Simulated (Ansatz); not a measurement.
`CB(F)O[SiH3]` + H–F → `FB(F)O[SiH3]` + CH₄ at 298.15 K and 1 bar (ligand exchange at a B–C bond).

Program: Ansatz. Geometries: PBE0-D4/def2-TZVP. ΔE: electronic, gas phase. CCSD(T)/CBS adds triple-zeta CCSD(T) − MP2 to the extrapolated MP2 energy (def2 sets, frozen cores). This one scheme is used for every species. Each species was taken in one conformer, which may not be the lowest.

```
       species  CCSD(T)/CBS energy (Eh)  H − E (kJ/mol)  S (J/(mol·K))
`CB(F)O[SiH3]`               -530.66692           215.7          363.9
           H–F               -100.39570            33.5          173.6
`FB(F)O[SiH3]`               -590.65048           124.2          341.9
           CH₄                -40.46206           127.4          186.2
```

H − E and S are ideal-gas, rigid-rotor, harmonic terms from PBE0-D4/def2-TZVP, for one conformer and one mirror image of each species. 1 Eh = 2625.50 kJ/mol, R = 8.31446 J/(mol·K).

By hand: ΔE, ΔH, ΔS and ΔG.

ΔE = (-590.65048) + (-40.46206) − (-530.66692) − (-100.39570) = -0.04992 Eh = -131.1 kJ/mol. Δ(H − E) = 124.2 + 127.4 − 215.7 − 33.5 = 2.4, so ΔH = -128.7 kJ/mol. ΔS = 341.9 + 186.2 − 363.9 − 173.6 = -9.4 J/(mol·K). ΔG = -128.7 − 298.15 × (-9.4)/1000 = -125.9 kJ/mol.

By hand: the equilibrium constant, and the temperature at which ΔG would vanish if ΔH and ΔS stayed fixed.

log₁₀ K = −ΔG/(RT ln 10) = 22.1. ΔG = 0 at ΔH/ΔS = 13691 K, far beyond where these terms or the molecules hold.

The number of gas molecules stays the same, so ΔS is small and ΔH decides. A doubt of 5 kJ/mol in ΔE shifts log₁₀ K by 0.9 here. Other conformers and mirror images would add mixing entropy, several J/(mol·K) or more a flexible species. Modes under 60 cm⁻¹, often nearly free rotors, make the harmonic entropy too high. These are equilibria of isolated gas molecules and say nothing of rates. Largest T1 diagnostic: 0.012 (customary marks: 0.02 for closed shells, 0.045 for open ones).
